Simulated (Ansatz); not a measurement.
Reaction (formal exchange of groups at the Se–C bond): `C[SiH2][Se]C` + `C#N` → `C[SiH2][Se]C#N` + CH₄

Computed with Ansatz on PBE0-D4/def2-TZVP structures; ΔE is electronic, products minus reactants. CCSD(T)/CBS is the MP2 limit (def2-TZVPP, def2-QZVPP) plus CCSD(T) − MP2 in def2-TZVPP, frozen cores. This one scheme is used for every species. For Se outer-core shells are correlated without core-valence functions, which leaves a few kJ/mol of doubt a bond. Scalar relativity is left out up to krypton. Each species was taken in one conformer, which may not be the lowest.

| species | CCSD(T)/CBS(def2) energy (Eh) |
| --- | --- |
| `C[SiH2][Se]C` | -2770.73796 |
| `C#N` | -93.32098 |
| `C[SiH2][Se]C#N` | -2823.60732 |
| CH₄ | -40.46206 |

Problem. Work out ΔE.

Solution. ΔE = (-2823.60732) + (-40.46206) − (-2770.73796) − (-93.32098) = -0.01044 Eh = -0.28 eV.

Largest T1 diagnostic among the species: 0.014.

In def2-TZVPP, CCSD(T) changes the Hartree–Fock value by −0.05 eV (the triples alone add −0.02 eV) and MP2 by −0.09 eV. From PBE to PBE0 (25 % exact exchange), in def2-TZVPP and without D4, ΔE moves by +0.05 eV.
